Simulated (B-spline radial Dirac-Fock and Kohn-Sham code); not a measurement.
Elastic and transport cross sections of argon for electrons

The computed values come from a radial atomic solver: relativistic (Dirac) partial waves in the static field of the Dirac-Fock atom with Furness-McCarthy exchange, without polarisation or absorption potentials. σ_tr1 and σ_tr2 weight the cross section with 1 − P₁ and 1 − P₂ of cos θ; "backward" is the share scattered beyond 90°.

```
energy (eV)  σ (a₀²)  σ_tr1 (a₀²)  σ_tr2 (a₀²)  σ/σ_tr1  backward (%)
      10000    0.929       0.0173       0.0398     53.8          0.24
      15900    0.626      0.00773       0.0184     81.0          0.13
      16100    0.619      0.00756       0.0180     81.9          0.13
      17400    0.579      0.00660       0.0158     87.8          0.12
      20000    0.514      0.00517       0.0125     99.4          0.10
      21700    0.479      0.00448       0.0109      107         0.092
      24900        ?            ?            ?        ?             ?
      27300    0.392      0.00299      0.00735      131         0.070
      30000    0.362      0.00253      0.00625      143         0.063
      37200    0.300      0.00173      0.00432      174         0.049
```

Q: Fill in the row for 24.9 keV.

A: σ = 0.425 a₀², σ_tr1 = 0.00352 a₀², σ_tr2 = 0.00860 a₀², σ/σ_tr1 = 121, backward 0.078 %. The ratio σ/σ_tr1 is roughly the number of elastic collisions that randomise the direction.
